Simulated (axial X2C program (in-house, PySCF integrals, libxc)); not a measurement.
**Testing model relations on BeIn⁻**

A bond curve at the B97-3 level, two-component, was computed with an in-house all-electron X2C program for linear molecules (integrals from PySCF) (basis In dyall-av4z [14s13p11d3f2g], Be dyall-av4z [11s11p7d5f2g] (cores contracted in-house)) for the state Ω = 1 (⟨Sz⟩ = 0.96, ⟨Lz⟩ = 0.04 at B97-3). Its fit gives Re = 2.4578 Å, ωe = 344.1 cm⁻¹, ωexe = 4.18 cm⁻¹ and αe = 4.572e-03 cm⁻¹; the masses are 114.9039 and 9.0122 u. Two-component means X2C with spin–orbit coupling and atomic mean-field Coulomb and Gaunt terms.

Problem. Find the reduced mass, Be and the force constant.

Solution. From the B97-3 values: μ = 8.3568 u. Be = 16.8576/(μ Re²) = 0.3339 cm⁻¹. k = 5.8918×10⁻⁷ μ ωe² = 0.583 mdyn/Å.

Problem. Estimate the centrifugal constant by the Kratzer relation.

Solution. D = 4Be³/ωe² = 1.26e-06 cm⁻¹.

Problem. Where do the fundamental and the first overtone lie?

Solution. ν(1←0) = ωe − 2ωexe = 335.7 cm⁻¹; ν(2←0) = 2ωe − 6ωexe = 663.1 cm⁻¹.

Problem. A Morse curve ties αe to the other constants (Pekeris). How well does that hold?

Solution. αe(Morse) = 6Be²/ωe × (√(ωexe/Be) − 1) = 4.935e-03 cm⁻¹; the B97-3 curve gives 4.572e-03 cm⁻¹, a ratio of 1.08.

Occupations by symmetry block were frozen at the best pattern of an incomplete PBE0 search. Density functionals use the spin component along the axis (collinear). Other states lie close and PBE0, whose exact exchange favours high spin, may order them wrongly; the determinant shown need not be the ground state. The nearest other 2c determinant of the search, Ω = 1, lies 0.28 eV up at the distance of the search. With several unpaired electrons one determinant need not be a pure state. Open-shell Ω = 0 determinants with evenly filled partner blocks cannot be reached by this program, so the Ω shown need not be the lowest component. This is the Ω = 1 component of a π² triplet; the 0⁺ component is not one determinant and can lie lowest. The highest occupied level of some functionals is positive through self-interaction error; at Hartree–Fock it is bound.
